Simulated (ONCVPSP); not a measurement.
u(r) = r·R(r): atom against pseudo-atom (C)

Columns: radius, all-electron u(r) and pseudo u(r) of the 2p shell (level -5.51 eV) of carbon in the configuration [He] 2s1.5 2p2.5; PBE, scalar-relativistic, ONCV scheme, ONCVPSP 4.0.1.

```csv
r (bohr),all-electron,pseudo
0.105,0.0518,0.0220
0.210,0.1566,0.0845
0.315,0.2724,0.1786
0.420,0.3804,0.2910
0.525,0.4732,0.4074
0.630,0.5489,0.5151
0.735,0.6087,0.6045
0.840,0.6534,0.6708
0.945,0.6841,0.7131
1.050,0.7025,0.7343
1.155,0.7106,0.7388
1.260,0.7101,0.7316
1.365,0.7028,0.7171
1.470,0.6902,0.6984
1.575,0.6734,0.6774
1.680,0.6535,0.6552
1.785,0.6314,0.6319
1.890,0.6078,0.6079
1.995,0.5832,0.5832
2.100,0.5581,0.5581
2.205,0.5328,0.5328
2.310,0.5077,0.5077
2.415,0.4830,0.4830
2.520,0.4587,0.4587
2.625,0.4351,0.4351
2.730,0.4123,0.4123
```

How many radial nodes do the two functions have?

The all-electron 2p function has n − l − 1 = 0; the pseudo-wave has 0.

At about which radius was the pseudo-wave matched?

2.10 bohr. The columns agree to 0.0005 from 1.89 bohr on; several derivatives are matched, so the curves merge somewhat inside the radius.

Where does each function peak?

Outermost all-electron maximum near 1.16 bohr, pseudo maximum near 1.16 bohr (to the table’s step).

Is the pseudo-wave norm-conserving?

Yes: the ONCV scheme keeps the norm inside the radius equal to the all-electron one, which fixes the energy derivative of the logarithmic derivative at the level.
